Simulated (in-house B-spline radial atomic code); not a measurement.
Ca²⁺. Computed with a B-spline radial atomic code. Model: non-relativistic spherical atom: semilocal Troullier-Martins pseudo-atom, one channel per l, against all electrons, high spin, G0W0 and RPA with empty states to l = 8, local potential for every l without a channel, a model core (radius 0 = none) keeps its share of the functional.

What the tables leave out is listed at the end.

The pseudopotential gives back the lowest level of each angular momentum of its own functional in the configuration it was made in; a second state of the same l is only approximately right. Exact exchange, RPA and GW see the smooth pseudo-orbitals and miss the exchange with the core, for which the functional's share stands in. The column with an uncorrelated core keeps all orbitals and exact exchange, and so separates missing core correlation from pseudisation. Only the three outermost levels and the lowest empty one were computed. RPA here is direct RPA, with no exchange kernel, and its energies carry an (l + 1/2)⁻⁴ tail. A hybrid on a potential with a model core restores only its own semilocal share of the core's exchange.

Command:
```bash
python run_psgw.py task.json out
```
Settings (lengths in bohr, energies in hartree):
```
Z                      20
electrons              18
configuration          [Ne] 3s2 3p6
generated_in           [Ne] 3s2 3p6
functional             pbe,pbe
core_shells            3
radius_factor          1
core_correction        True
```

Run time, properties included: 10 s on 1 thread of AMD EPYC 7R43 64-Core Processor (Zen 3) (shared host).

Given: made with PBE; model core radius 0.621 bohr; local radius 1.216 bohr; mean-field start PBE.

Valence shells of the generating configuration: 3s, 3p.

Channel: s 1.007, p 1.049, d 2.4 (radii in bohr).

Computed: largest level miss in the spin-unpolarised generating configuration 0 eV; valence RPA correlation energy pseudo -0.49447 hartree; all-electron RPA polarisability, core included 3.0585 bohr³; pseudo-atom RPA polarisability 3.0961 bohr³.

```json
{"level": "3p", "occupied": "1", "mean-field all-electron (eV)": "-43.057", "mean-field pseudo minus all (eV)": "0", "G0W0 all-electron (eV)": "-50.829", "G0W0 uncorrelated core minus all (eV)": "0.149", "G0W0 pseudo minus all (eV)": "-0.16", "exchange self-energy all-electron (eV)": "-31.736", "exchange self-energy pseudo (eV)": "-28.192"}
{"level": "3d (empty)", "occupied": "0", "mean-field all-electron (eV)": "-16.046", "mean-field pseudo minus all (eV)": "0", "G0W0 all-electron (eV)": "-10.301", "G0W0 uncorrelated core minus all (eV)": "0.106", "G0W0 pseudo minus all (eV)": "-0.032", "exchange self-energy all-electron (eV)": "-8.1137", "exchange self-energy pseudo (eV)": "-7.1425"}
```

(1) What is the valence RPA correlation energy all-electron orbitals?

Given: mean-field start PBE0.

Computed: valence RPA correlation energy all-electron orbitals -0.43196 hartree; valence RPA correlation energy pseudo -0.46139 hartree; all-electron RPA polarisability, core included 2.8099 bohr³.

```csv
level,occupied,mean-field all-electron (eV),mean-field pseudo minus all (eV),G0W0 all-electron (eV),G0W0 uncorrelated core minus all (eV),G0W0 pseudo minus all (eV),exchange self-energy all-electron (eV),exchange self-energy pseudo (eV)
3p,1,-45.375,0.04,-51.044,0.147,-0.095,-31.678,-28.15
3d (empty),0,-14.308,-0.149,-10.338,0.093,-0.086,-7.5566,-6.8129
```

(2) What is the pseudo-atom RPA polarisability?

## Answers

(1) -0.46262 hartree.

(2) 2.8602 bohr³.

Among the listed levels the largest G0W0 shift of the pseudo-atom is -0.16 eV, for 3p on the PBE start, while leaving the core uncorrelated moves that level by +0.15 eV. So pseudisation and the lost core exchange, not the missing core correlation, make the error. Not in the tables (levels of low weight, unsolved or above zero; the highest and the empty levels are kept at any weight): on PBE the G0W0 levels 3s (pseudo minus all +0.23 eV, weights 0.62 and 0.62); on PBE0 the G0W0 levels 3s (pseudo minus all +0.37 eV, weights 0.73 and 0.74); no Hartree-Fock pseudo-atom is run with a model core.
